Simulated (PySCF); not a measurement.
How methods differ on the excitation energy of W

W [Xe] 4f14 5d4 6s2 (5D) → W [Xe] 4f14 5d5 6s1 (7S), as a difference of total energies. Computed with PySCF 2.14 in ANO-RCC-VTZP, with the spin-free X2C one-electron Hamiltonian (Gaussian nucleus). Correlated levels: valence: [Xe] 4f14 frozen. The calculations carry no spin-orbit coupling.

```json
{"method": "UHF", "excitation energy (eV)": "-1.158"}
{"method": "MP2 (valence)", "excitation energy (eV)": "-0.675"}
{"method": "SCS-MP2 (valence)", "excitation energy (eV)": "-0.010"}
{"method": "CCSD (valence)", "excitation energy (eV)": "-0.488"}
{"method": "CCSD(T) (valence)", "excitation energy (eV)": "-0.401"}
```

How much does correlation contribute at CCSD(T) (valence)?

-0.401 − (-1.158) = 0.757 eV, measured against UHF.

Errors of the correlated levels include the incompleteness of this basis and the frozen core.

For comparison: -0.187 eV (measured; NIST levels, between the centres of gravity of the two terms).
